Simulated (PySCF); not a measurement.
PySCF input file for Ga(Me)3(PH3) (C₃H₁₂GaP), SMILES [CH3][Ga]([CH3])([CH3])<-[PH3] (connectivity only; charge and spin as stated), neutral, multiplicity 1, ωB97X-D3(BJ)/def2-SVP. Coordinates come from a ωB97X-D3(BJ)/def2-SVP optimisation. The isomer is the one that the SMILES or the coordinates give; other isomers of the formula were not compared. Other conformers were not sampled.

```python
import numpy as np
from pyscf import gto, scf, dft, df
from pyscf.hessian import thermo

mol = gto.M(
    atom='''
    Ga   -0.00000000    0.00000000    0.54739271
    C     1.29550475    1.48996465    0.79375171
    H     2.28348640    1.26399509    0.35902715
    H     1.45290871    1.67173581    1.87118174
    H     0.93475351    2.43670682    0.35821423
    C     0.64259486   -1.86692236    0.79375170
    H     0.72131133   -2.09412376    1.87118174
    H     1.64287325   -2.02787369    0.35821423
    H    -0.04709135   -2.60955477    0.35902715
    C    -1.93809961    0.37695770    0.79375170
    H    -2.17422004    0.42238794    1.87118173
    H    -2.57762676   -0.40883312    0.35821422
    H    -2.23639505    1.34555969    0.35902715
    P     0.00000000    0.00000000   -2.05210471
    H    -0.39382473    1.16966148   -2.74680114
    H    -0.81604419   -0.92589296   -2.74680114
    H     1.20986892   -0.24376851   -2.74680114
    ''',
    basis='def2-SVP',
    charge=0,
    spin=0,
    max_memory=1600,
    verbose=3,
)
mf = dft.RKS(mol, xc='wb97x-d3bj').density_fit(auxbasis='def2-universal-jkfit')
mf.grids.level = 3
mf.conv_tol = 1e-11
mf.max_cycle = 100
mf.kernel()

# [left out here: the lines that compute and print the analytic Hessian (its translational invariance restored by hand, since the grid's response is missing), thermochemistry and intensities]
```

It prints:

```
[...]
Char temp [K]                    2088.8745           2088.8837           2094.2811
Normal mode                   x     y     z       x     y     z       x     y     z
       0  Ga                -0.00 -0.00 -0.00    0.00 -0.00 -0.00    0.00  0.00 -0.00
       1   C                -0.02  0.01  0.01    0.03 -0.03  0.01    0.00  0.01 -0.03
       2   H                 0.03  0.14  0.04   -0.14 -0.02 -0.35    0.08 -0.25  0.27
       3   H                 0.15 -0.23  0.03   -0.39  0.28  0.02    0.12  0.14 -0.07
       4   H                 0.07 -0.09 -0.27    0.12  0.12  0.22   -0.25  0.04  0.27
       5   C                -0.04 -0.01 -0.00    0.00 -0.00 -0.02    0.00 -0.01 -0.03
       6   H                 0.51  0.18 -0.00    0.02 -0.09 -0.03    0.06 -0.18 -0.07
       7   H                 0.09 -0.13  0.33    0.08  0.09  0.12    0.16  0.20  0.27
       8   H                -0.01  0.16 -0.32   -0.12  0.02  0.14   -0.25  0.06  0.27
       9   C                -0.01 -0.02 -0.01   -0.01 -0.04  0.01   -0.01  0.00 -0.03
      10   H                -0.02  0.29 -0.03    0.14  0.45  0.02   -0.18  0.04 -0.07
      11   H                 0.12 -0.09 -0.06    0.12  0.07 -0.35    0.09 -0.24  0.27
      12   H                -0.01  0.11  0.28   -0.17  0.01  0.21    0.18  0.19  0.27
      13   P                -0.00 -0.00  0.00    0.00 -0.00  0.00    0.00  0.00  0.00
      14   H                 0.01  0.00 -0.00    0.00 -0.01 -0.01    0.00 -0.00 -0.00
      15   H                 0.00 -0.01  0.01   -0.01  0.00  0.00    0.00  0.00 -0.00
      16   H                -0.00  0.01 -0.01    0.00  0.01  0.00   -0.00  0.00 -0.00
Mode                                33                  34                  35
Irrep
Freq [cm^-1]                     2496.6267           2517.7064           2517.7101
Reduced mass [au]                   1.0286              1.0434              1.0434
Force const [Dyne/A]                3.7776              3.8967              3.8968
Char temp [K]                    3592.0900           3622.4190           3622.4242
Normal mode                   x     y     z       x     y     z       x     y     z
       0  Ga                 0.00 -0.00 -0.00    0.00  0.00  0.00    0.00 -0.00  0.00
       1   C                 0.00  0.00  0.00   -0.00 -0.00  0.00   -0.00  0.00 -0.00
       2   H                -0.00  0.00  0.00   -0.00 -0.00 -0.00    0.00 -0.00 -0.00
       3   H                 0.00  0.00  0.00    0.00  0.00 -0.00   -0.00  0.00  0.00
       4   H                 0.00 -0.00  0.00   -0.00 -0.00 -0.00    0.00  0.00  0.00
       5   C                 0.00 -0.00  0.00   -0.00 -0.00 -0.00   -0.00  0.00  0.00
       6   H                 0.00 -0.00  0.00   -0.00  0.00  0.00   -0.00 -0.00 -0.00
       7   H                -0.00  0.00  0.00    0.00  0.00 -0.00   -0.00  0.00 -0.00
       8   H                 0.00  0.00  0.00    0.00 -0.00  0.00    0.00  0.00 -0.00
       9   C                -0.00  0.00  0.00   -0.00 -0.00 -0.00   -0.00  0.00 -0.00
      10   H                -0.00  0.00  0.00    0.00 -0.00  0.00    0.00  0.00  0.00
      11   H                 0.00  0.00  0.00   -0.00  0.00  0.00   -0.00 -0.00  0.00
      12   H                 0.00 -0.00  0.00    0.00  0.00 -0.00   -0.00 -0.00  0.00
      13   P                 0.00  0.00  0.03    0.02  0.02 -0.00    0.02 -0.02 -0.00
      14   H                -0.16  0.48 -0.26    0.11 -0.30  0.18   -0.20  0.59 -0.35
      15   H                -0.33 -0.38 -0.26   -0.46 -0.52 -0.39    0.03  0.02  0.02
      16   H                 0.49 -0.10 -0.26   -0.37  0.08  0.21   -0.57  0.11  0.33
Mode                                36                  37                  38
Irrep
Freq [cm^-1]                     3049.8906           3049.9080           3050.8511
Reduced mass [au]                   1.0361              1.0361              1.0359
Force const [Dyne/A]                5.6785              5.6785              5.6805
Char temp [K]                    4388.1136           4388.1386           4389.4954
Normal mode                   x     y     z       x     y     z       x     y     z
       0  Ga                 0.00 -0.00  0.00   -0.00 -0.00 -0.00    0.00  0.00 -0.00
       1   C                -0.01 -0.02 -0.00    0.02  0.03  0.01    0.02  0.02  0.01
       2   H                 0.22 -0.06 -0.10   -0.34  0.09  0.15   -0.28  0.07  0.13
       3   H                 0.03  0.04  0.26   -0.05 -0.06 -0.39   -0.04 -0.05 -0.33
       4   H                -0.09  0.21 -0.10    0.13 -0.32  0.15    0.11 -0.27  0.13
       5   C                -0.01  0.02 -0.00   -0.01  0.03 -0.01    0.01 -0.03  0.01
       6   H                 0.01 -0.04  0.21    0.03 -0.08  0.42   -0.02  0.06 -0.33
       7   H                 0.18 -0.02 -0.08    0.37 -0.05 -0.16   -0.29  0.04  0.13
       8   H                -0.13 -0.13 -0.08   -0.26 -0.26 -0.16    0.21  0.21  0.13
       9   C                -0.04  0.01  0.01   -0.00  0.00  0.00   -0.03  0.01  0.01
      10   H                 0.09 -0.02 -0.47    0.01 -0.00 -0.03    0.06 -0.01 -0.33
      11   H                 0.25  0.33  0.18    0.02  0.02  0.01    0.18  0.23  0.13
      12   H                 0.11 -0.40  0.18    0.01 -0.02  0.01    0.08 -0.28  0.13
      13   P                -0.00  0.00 -0.00    0.00  0.00 -0.00    0.00 -0.00 -0.00
      14   H                 0.00 -0.00 -0.00    0.00 -0.00 -0.00    0.00 -0.00  0.00
      15   H                 0.00  0.00 -0.00   -0.00 -0.00  0.00    0.00  0.00  0.00
      16   H                 0.00 -0.00  0.00    0.00 -0.00  0.00   -0.00  0.00  0.00
Mode                                39                  40                  41
Irrep
Freq [cm^-1]                     3141.9668           3141.9721           3142.9230
Reduced mass [au]                   1.1007              1.1007              1.1005
Force const [Dyne/A]                6.4020              6.4020              6.4046
Char temp [K]                    4520.5907           4520.5983           4521.9664
Normal mode                   x     y     z       x     y     z       x     y     z
       0  Ga                -0.00 -0.00 -0.00    0.00 -0.00  0.00   -0.00 -0.00  0.00
       1   C                 0.01  0.01 -0.06   -0.00 -0.00  0.03   -0.01 -0.01  0.05
       2   H                -0.27  0.07  0.11    0.12 -0.03 -0.05    0.21 -0.05 -0.08
       3   H                 0.08  0.09  0.55   -0.04 -0.05 -0.27   -0.06 -0.07 -0.43
       4   H                 0.10 -0.25  0.11   -0.05  0.13 -0.06   -0.08  0.20 -0.08
       5   C                -0.00  0.01  0.06   -0.00  0.01  0.04   -0.00  0.01  0.05
       6   H                -0.04  0.11 -0.50   -0.03  0.07 -0.34   -0.03  0.09 -0.43
       7   H                 0.26 -0.04 -0.10    0.16 -0.02 -0.06    0.21 -0.03 -0.08
       8   H                -0.17 -0.18 -0.10   -0.12 -0.13 -0.07   -0.15 -0.16 -0.08
       9   C                 0.00 -0.00  0.00   -0.01  0.00 -0.07    0.01 -0.00  0.05
      10   H                 0.01 -0.00 -0.04   -0.14  0.03  0.60    0.10 -0.02 -0.43
      11   H                -0.01 -0.01 -0.00    0.19  0.24  0.12   -0.13 -0.17 -0.08
      12   H                -0.01  0.03 -0.01    0.09 -0.29  0.12   -0.06  0.21 -0.08
      13   P                 0.00  0.00  0.00   -0.00  0.00 -0.00    0.00  0.00 -0.00
      14   H                 0.00 -0.00  0.00    0.00 -0.00 -0.00   -0.00  0.00 -0.00
      15   H                -0.00 -0.00  0.00    0.00  0.00  0.00   -0.00 -0.00 -0.00
      16   H                -0.00 -0.00 -0.00    0.00 -0.00 -0.00    0.00 -0.00 -0.00
Mode                                42                  43                  44
Irrep
Freq [cm^-1]                     3150.5005           3151.4658           3151.4718
Reduced mass [au]                   1.1035              1.1033              1.1033
Force const [Dyne/A]                6.4531              6.4563              6.4563
Char temp [K]                    4532.8687           4534.2576           4534.2663
Normal mode                   x     y     z       x     y     z       x     y     z
       0  Ga                -0.00 -0.00  0.00    0.00  0.00 -0.00    0.00 -0.00  0.00
       1   C                 0.04 -0.03  0.00    0.02 -0.02 -0.00    0.05 -0.04  0.00
       2   H                -0.34  0.08  0.15   -0.18  0.04  0.08   -0.46  0.10  0.21
       3   H                 0.01 -0.01 -0.00    0.01 -0.00  0.01    0.01 -0.01 -0.00
       4   H                -0.12  0.33 -0.16   -0.06  0.16 -0.07   -0.17  0.44 -0.21
       5   C                -0.05 -0.02  0.00    0.07  0.02  0.00    0.01  0.00 -0.00
       6   H                -0.01 -0.00 -0.00    0.01  0.00 -0.00    0.00 -0.00  0.01
       7   H                 0.36 -0.06 -0.16   -0.48  0.08  0.21   -0.10  0.02  0.04
       8   H                 0.24  0.27  0.16   -0.33 -0.36 -0.22   -0.06 -0.06 -0.04
       9   C                 0.01  0.05 -0.00    0.01  0.05  0.00   -0.01 -0.05  0.00
      10   H                 0.00  0.01  0.00    0.00  0.01 -0.01   -0.00 -0.01 -0.01
      11   H                -0.22 -0.27 -0.15   -0.21 -0.26 -0.15    0.24  0.29  0.17
      12   H                 0.10 -0.33  0.15    0.10 -0.31  0.14   -0.12  0.37 -0.17
      13   P                -0.00 -0.00  0.00    0.00  0.00 -0.00    0.00 -0.00  0.00
      14   H                 0.00  0.00  0.00   -0.00 -0.00  0.00   -0.00  0.00 -0.00
      15   H                -0.00  0.00  0.00   -0.00 -0.00 -0.00   -0.00  0.00  0.00
      16   H                -0.00 -0.00 -0.00   -0.00 -0.00  0.00   -0.00  0.00  0.00
temperature 298.1500 [K]
pressure 101325.00 [Pa]
Rotational constants [GHz] 2.51300 1.63705 1.63705
Symmetry number 3
Zero-point energy (ZPE) 0.13436 [Eh]   352749.674 [J/mol]
                           tot       elec      trans        rot        vib
Entropy [J/mol/K]       442.609      0.000    171.139    109.099    162.371
Cv [J/mol/K]            162.268      0.000     12.472     12.472    137.325
Cp [J/mol/K]            170.582      0.000     20.786     12.472    137.325
Internal energy [J/mol]                      3718.434   3718.434 376939.941
Internal energy [Eh]   -2387.23323  -2387.37963
Enthalpy [J/mol]                             6197.391   3718.434 376939.941
Enthalpy [Eh]          -2387.23229
Gibbs free energy [J/mol]                  -44827.671 -28809.393 328529.011
Gibbs free energy [Eh] -2387.28255
mode   freq/cm-1   IR/(km/mol)
   1       69.00         0.618
   2       69.02         0.618
   3       78.68         0.000
   4      111.34         0.000
   5      114.58         0.027
   6      114.62         0.027
   7      147.64         2.480
   8      147.74         2.479
   9      153.41        11.939
  10      172.11         9.159
  11      316.20         2.576
  12      316.21         2.575
  13      531.31        10.008
  14      576.74        38.271
  15      576.75        38.270
  16      642.65         0.000
  17      660.64         7.564
  18      660.65         7.568
  19      738.98       166.146
  20      765.69        56.825
  21      765.71        56.843
  22     1006.30        53.837
  23     1136.51         8.368
  24     1136.51         8.367
  25     1235.27        22.826
  26     1235.27        22.821
  27     1239.68         0.527
  28     1443.99         0.000
  29     1444.81         0.971
  30     1444.83         0.972
  31     1451.84         1.571
  32     1451.85         1.570
  33     1455.60         2.229
  34     2496.63        25.414
  35     2517.71        22.538
  36     2517.71        22.542
  37     3049.89        23.158
  38     3049.91        23.145
  39     3050.85         1.557
  40     3141.97         1.054
  41     3141.97         1.054
  42     3142.92        40.734
  43     3150.50         0.006
  44     3151.47        28.111
  45     3151.47        28.135
max |gradient| / (hartree/bohr): 2.1832106387102202e-05
APT charges: [ 1.315  -0.4171 -0.0144 -0.0083 -0.0145 -0.4172 -0.0083 -0.0145 -0.0144
 -0.4171 -0.0083 -0.0145 -0.0144  0.3228 -0.0916 -0.0916 -0.0916]
```

Self-consistency was reached.

Cost: very roughly 16 core-minutes.
